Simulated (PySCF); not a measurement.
Gas-phase reaction: 2 GeI₄ + 2 GeO → 4 GeI₂ + O₂

Energies from PySCF (xtb for GFN2), thermal terms from the rigid-rotor harmonic-oscillator model, ideal gas at 1 bar. † marks an energy on the PBE0/def2-TZVP geometry and frequencies; other levels use their own. Open shells (unrestricted): O₂ (multiplicity 3); the rest are closed-shell singlets. GFN2 has no spin-polarisation term. B3LYP is the form with VWN-RPA correlation. I: scalar-relativistic def2 core potential, no spin-orbit coupling. Ge: all electrons, no relativistic terms. The harmonic model lacks anharmonicity and excited electronic states, which grow with temperature; levels with a mode under 35 cm⁻¹ are left out. Soft modes under 120 cm⁻¹ make the harmonic entropy rough for GeI₄, GeI₂.

```
level               ΔE electronic, kJ  ΔH°(298 K), kJ  ΔS°(298 K), J/K  ΔG°(1200 K), kJ
------------------  -----------------  --------------  ---------------  ---------------
B3LYP/def2-TZVP†                  293             287              235               19
BLYP/def2-TZVP†                   267             261              235               -7
GFN2-xTB                          469             463              223              210
M06-2X/def2-TZVP†                 383             376              235              109
PBE/def2-SVP                      277             271              232                7
PBE/def2-TZVP†                    307             301              235               33
r2SCAN/def2-TZVP†                 353             347              235               79
LDA/def2-TZVP†                    383             377              235              109
ωB97X-V/def2-TZVP†                414             408              235              140
```
ΔH° is lowest at BLYP/def2-TZVP† and highest at GFN2-xTB. No reference value is set beside these.
